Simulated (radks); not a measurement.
Question: Species: Pd2+. Configuration: [Ar] 3d10 4s1.75 4p6 4d8 4f0.25 (fractional occupations, a model configuration). Method: Dirac Kohn-Sham, PBE, spin-unpolarised, spherical densities, point nucleus; open shells are shared between the two j in proportion to 2j + 1; computed with a radial shooting solver on a logarithmic mesh with Libxc functionals.

Spin-orbit splittings of the eigenvalues, e(l+1/2) - e(l-1/2), with zeta = 2 splitting/(2l+1) and mean radii in bohr:

| shell | occ. | splitting (eV) | zeta (eV) | <r> j=l-1/2 | <r> j=l+1/2 |
|---|---|---|---|---|---|
| 2p | 6 | 159.4 | 106.3 | 0.1171 | 0.1221 |
| 3p | 6 | 27.79 | 18.53 | 0.3711 | 0.3820 |
| 3d | 10 | ? | ? | 0.3555 | 0.3590 |
| 4p | 6 | 4.545 | 3.030 | 1.009 | 1.039 |
| 4d | 8 | 0.5445 | 0.2178 | 1.340 | 1.355 |
| 4f | 0.25 | 0.0001985 | 0.00005671 | 6.588 | 6.589 |

Estimate the 3d splitting.

Answer: 5.541 eV (zeta = 2.216 eV).
